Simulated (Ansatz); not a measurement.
One geometry of `N#C[SiH2]C#N`, several functionals.

```yaml
crystal:
  periodic: [false, false, false]
  atoms:
    - {symbol: N, position_ang: [0.186918, -2.495675, 1.005969]}
    - {symbol: C, position_ang: [0.263824, -1.396717, 0.671999]}
    - {symbol: Si, position_ang: [0.422298, 0.363495, 0.162928]}
    - {symbol: C, position_ang: [-0.971314, 0.722962, -0.982168]}
    - {symbol: N, position_ang: [-1.834576, 0.973466, -1.701325]}
    - {symbol: H, position_ang: [0.298714, 1.221656, 1.354871]}
    - {symbol: H, position_ang: [1.695336, 0.542712, -0.557974]}
basis:
  gaussian: {orbitals: def2-TZVPP}
hamiltonian: {xc: {name: wB97M-V}}
output: {forces: true, orbitals: {seedname: orbitals}}
```

```sh
$ ansatz run in.yaml --threads 4 --pin off --events-out ev --progress --plain --max-ram 10444MiB
```

It prints (some lines left out):

```
Functional definition: wB97M-V
1079 factors; their error is unknown
232 factors; integrals over basis functions are off by at most 1.7e-5 eV
mean field evaluation 1: about -12957.3743 eV, gradient 5.3e1 eV
mean field evaluation 2: about -12953.0989 eV, gradient 7.1e1 eV
mean field evaluation 4: about -12963.3881 eV, gradient 2.3e0 eV
mean field evaluation 8: about -12963.4182 eV, gradient 3.3e-2 eV
mean field evaluation 16: about -12963.4182 eV, gradient 3.9e-5 eV
mean field -12963.41824743 eV, -476.3968336727 hartree, gradient 3.9e-5 eV, S^2 0.000000; 0 other end points of the search recorded, 0 dependent functions left out
reference -12963.41829229 eV, -476.3968353212 hartree; 21, 21 occupied and 173, 173 virtual orbitals, 1079 factors
Total energy: -12963.41829229 eV, -476.3968353212 hartree
Atom 0 at     0.186918    -2.495675     1.005969 Å, force     0.019977     0.235832    -0.069179 eV/Å
Atom 1 at     0.263824    -1.396717     0.671999 Å, force    -0.030730    -0.313021     0.088752 eV/Å
Atom 2 at     0.422298     0.363495     0.162928 Å, force     0.239922     0.216508     0.098263 eV/Å
Atom 3 at    -0.971314     0.722962    -0.982168 Å, force    -0.248707     0.060941    -0.203149 eV/Å
Atom 4 at    -1.834576     0.973466    -1.701325 Å, force     0.186406    -0.049673     0.153682 eV/Å
Atom 5 at     0.298714     1.221656     1.354871 Å, force     0.014178    -0.122740    -0.167867 eV/Å
Atom 6 at     1.695336     0.542712    -0.557974 Å, force    -0.181046    -0.027847     0.099498 eV/Å
Dipole moment:     0.539552     0.486930     0.221079 e Å
```

Hardware: 4 threads of an Arm Neoverse V1 on a shared host. Wall time 6 s, peak host memory 0.52 GiB.

Changing it to `hamiltonian: {xc: {name: wB97X-V}}` and no forces (abridged; 4 s):

```
Functional definition: wB97X-V
mean field evaluation 16: about -12962.4486 eV, gradient 2.3e-5 eV
mean field -12962.44864071 eV, -476.3612012828 hartree, gradient 2.3e-5 eV, S^2 0.000000
Total energy: -12962.44863886 eV, -476.3612012148 hartree
```

The same input with `hamiltonian: {xc: r2scan, dispersion: d4}` (abridged; 3.2 s):

```
Functional definition: r2SCAN
mean field evaluation 16: about -12961.6223 eV, gradient 4.3e-5 eV
mean field -12961.62229900 eV, -476.3308337850 hartree, gradient 5.8e-6 eV, S^2 0.000000
Total energy: -12961.65816640 eV, -476.3321518878 hartree
Atom 0 force    -0.035392    -0.529524     0.162088 eV/Å
Atom 1 force     0.047173     0.555879    -0.162813 eV/Å
Atom 2 force    -0.035535    -0.032095    -0.014623 eV/Å
Atom 3 force     0.439146    -0.116895     0.362161 eV/Å
Atom 4 force    -0.415365     0.122646    -0.346817 eV/Å
Atom 5 force     0.012981    -0.006317    -0.017787 eV/Å
Atom 6 force    -0.013007     0.006306     0.017791 eV/Å
Dipole moment:     0.533130     0.481135     0.218448 e Å
```

Changing it to `hamiltonian: {xc: {name: B3LYP}, dispersion: d4}` (abridged; 2.9 s):

```
Functional definition: B3LYP
mean field evaluation 16: about -12965.9646 eV, gradient 3.6e-5 eV
mean field -12965.96463089 eV, -476.4904115388 hartree, gradient 3.6e-5 eV, S^2 0.000000
Total energy: -12966.20172686 eV, -476.4991246548 hartree
Atom 0 force    -0.002629    -0.055048     0.017574 eV/Å
Atom 1 force     0.004780     0.011911    -0.000665 eV/Å
Atom 2 force     0.098286     0.088680     0.040219 eV/Å
Atom 3 force     0.010505     0.001981     0.007025 eV/Å
Atom 4 force    -0.042791     0.013970    -0.036239 eV/Å
Atom 5 force     0.017223    -0.055679    -0.084208 eV/Å
Atom 6 force    -0.085373    -0.005815     0.056294 eV/Å
Dipole moment:     0.541082     0.488311     0.221706 e Å
```

The same input with `hamiltonian: {xc: {name: CAM-B3LYP}, dispersion: d4}` and no forces (abridged; 1.7 s):

```
Functional definition: CAM-B3LYP
mean field evaluation 16: about -12963.0822 eV, gradient 2.3e-5 eV
mean field -12963.08217994 eV, -476.3844834202 hartree, gradient 2.3e-5 eV, S^2 0.000000
Total energy: -12963.20879446 eV, -476.3891364178 hartree
```

The same input with `hamiltonian: {xc: {name: revPBE}, dispersion: d4}` and no forces (abridged; 1.5 s):

```
Functional definition: revPBE
mean field evaluation 16: about -12962.3300 eV, gradient 2.3e-4 eV
mean field -12962.33000328 eV, -476.3568414377 hartree, gradient 3.5e-5 eV, S^2 0.000000
Total energy: -12962.75900421 eV, -476.3726069310 hartree
```

B3LYP takes the VWN-RPA correlation (the form of Gaussian; ORCA's B3LYP/G).
